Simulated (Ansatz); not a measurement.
A trace of molecular dynamics of BrCl₃FHZr (7 atoms, charge 0, multiplicity 1).

Level of theory: Ansatz, RKS BLYP/def2-SVP.

```yaml
ensemble: NVE (velocity Verlet)
starting_velocities_drawn_for: 300 K
seed: 5682
```

```
time (fs)  T (K)  potential energy less start (eV)  conserved less start (meV/atom)
        0    300                             0.000                             0.00
        4    270                             0.020                             0.00
        8    211                             0.057                             0.01
       12    169                             0.085                             0.01
       16    138                             0.105                             0.01
       20    123                             0.115                             0.01
       24    135                             0.107                             0.01
       28    153                             0.095                             0.01
       32    172                             0.083                             0.01
       36    225                             0.049                             0.00
       40    263                             0.024                             0.00
       44    238                             0.040                             0.01
       48    233                             0.043                             0.00
       52    171                             0.083                             0.01
       56    162                             0.089                             0.00
       60    135                             0.107                             0.01
       64    160                             0.090                            -0.03
       68    106                             0.125                             0.02
       72    156                             0.093                            -0.04
       76    159                             0.091                            -0.02
       80    160                             0.090                             0.02
       84    245                             0.035                            -0.04
       88    248                             0.034                            -0.01
       92    232                             0.044                             0.02
       96    268                             0.021                            -0.05
      100    220                             0.052                            -0.02
```

Problem. Can this run be trusted? Judge the integration.

Solution. The conserved energy stayed within 0.056 meV per atom of its start (net change -0.02 meV per atom), so the integration is sound. A run of 0.1 ps of so small a system gives no equilibrium averages. The orbitals stay closed-shell, which can raise the energy where a bond breaks towards radicals; this wasn't checked here. The time step was 0.5 fs.

The run took 5.9 min on 4 threads of Arm Neoverse V2, with other jobs on the host, peak memory 0.23 GiB.
